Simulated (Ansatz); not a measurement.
MoNO₃H₂, that is [MoO3(NH2)]- with one electron fewer, relaxed as a doublet with UKS r2SCAN-D4/def2-SVPD in Ansatz, starting from the r2SCAN-D4/def2-SVPD geometry of the charge -1 singlet. Force threshold 0.02 eV/Å.

In the def2 sets Mo takes a core potential; there is no spin–orbit coupling. The relaxation made no stability test and no search for a lower SCF solution. No other spin state of charge 0 was run.

Start:

```xyz
7

Mo    0.576    0.117   -0.508
O     1.703   -1.163   -0.170
O    -0.042   -0.043   -2.123
O     1.334    1.656   -0.233
N    -1.010    0.013    0.724
H    -1.686   -0.734    0.588
H    -0.875    0.154    1.722
```

Question: Estimate the energy that the relaxation releases and the steps that it takes.

Answer: 5.0 kcal/mol, in 11 steps; 54 s on 4 threads of Arm Neoverse V2 on a shared host. No frequencies were taken in this run, so the end may be a saddle point.

Question: Does the start keep its bonding?

Answer: By distances, no bond broke or formed. The bond that changes most is Mo1–O2, from 1.74 to 1.83 Å (atoms count from 1).

Question: Predict the relaxed structure.

Answer: 
```xyz
7

Mo    0.560    0.155   -0.536
O     1.693   -1.221   -0.136
O    -0.026    0.026   -2.130
O     1.307    1.662   -0.267
N    -0.879   -0.177    0.783
H    -1.726   -0.708    0.586
H    -0.929    0.263    1.701
```
Bond lengths: 3 × Mo–O 1.70 to 1.83 Å; 1 × Mo–N 1.98 Å; 2 × H–N 1.02 Å.
